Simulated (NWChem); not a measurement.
Species: SiNH4OF; SMILES N[Si@H](O)F

```xyz
8

N      0.3943    -1.5563    -0.2342
Si     0.0319    -0.0035     0.3397
O     -1.4888     0.3708    -0.1849
F      0.9898     1.1843    -0.2377
H      0.1413    -1.8651    -1.1647
H      1.0854    -2.1498     0.2054
H      0.2247     0.0280     1.8082
H     -1.6559     1.3039    -0.3467
```
Atoms are numbered in this order, from 1.

Program: NWChem. Pople sets run with spherical d functions. The geometry was optimised at PBE0/def2-SVP. Level M06-L/6-31G*: energy and gradient on several grids; changes count from the extra-fine grid, which is no exact limit either.

| grid | size of the energy change (μHa) | largest change of a gradient component (μHa/bohr) | time, medium = 1 (rough) |
|---|---|---|---|
| xcoarse | 5000 | 9000 | about 1 |
| coarse | 20 | 1000 | about 1 |
| medium | 50 | 300 | about 1 |
| fine | < 10 | 80 | about 1 |
| xfine | < 10 | < 30 | 3 |
